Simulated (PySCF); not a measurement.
# Energy profile

The step: SiH₃ClO₂ ([OH][SiH]([OH])[Cl]) → SiHClO ([O][SiH][Cl]) + H₂O (still joined by a long Si–O bond); bonds formed: O2–H4; bonds broken: O3–H4; bonds weakened to dative contacts: Si1–O2 (atoms numbered as in the saddle structure below).

Si1  (-0.570, 0.240, 0.378)
O2  (1.100, 0.078, -0.394)
O3  (-1.093, 0.606, -1.036)
H4  (0.412, 0.292, -1.201)
H5  (-0.420, 1.189, 1.491)
Cl6  (-0.909, -1.597, 1.216)
H7  (1.479, -0.808, -0.454)
(Å)

Electronic energies by CCSD(T) at an estimated basis limit (MP2 extrapolated from triple and quadruple zeta, plus CCSD(T) − MP2 in triple zeta), on PBE0-D4/def2-TZVP structures; SiH$_{3}$ClO$_{2}$, closed shell; no counterpoise correction. Computed with PySCF 2.14 with density fitting (its default auxiliary sets; JK sets also for MP2 and CCSD(T)) (basis: def2-TZVPP and def2-QZVPP); correlated methods freeze the cores. Extrapolation: Hartree–Fock as exp(−7.88 √X), correlation as X^−2.97.

(1) Give the profile in kJ/mol, counted from the start structure. (To be estimated.)

T1 diagnostic: at most 0.019.

Answers

(1) The calculation gives:
```csv
point,kJ/mol
start structure,0.0
saddle,224.6
end structure,209.2
"separated: SiHClO (linked as [O][SiH][Cl]; Si1, O3, H5, Cl6; singlet) + H$_{2}$O (O2, H4, H7; singlet)",303.5
```

For scale, one of the runs: CCSD(T)/def2-TZVPP, 188 basis functions, launched by `OMP_NUM_THREADS=4 python run.py`. Hardware: 4 CPU threads of an Arm Neoverse V1, shared host. Wall time 7.2 min; peak host memory 2.1 GiB.
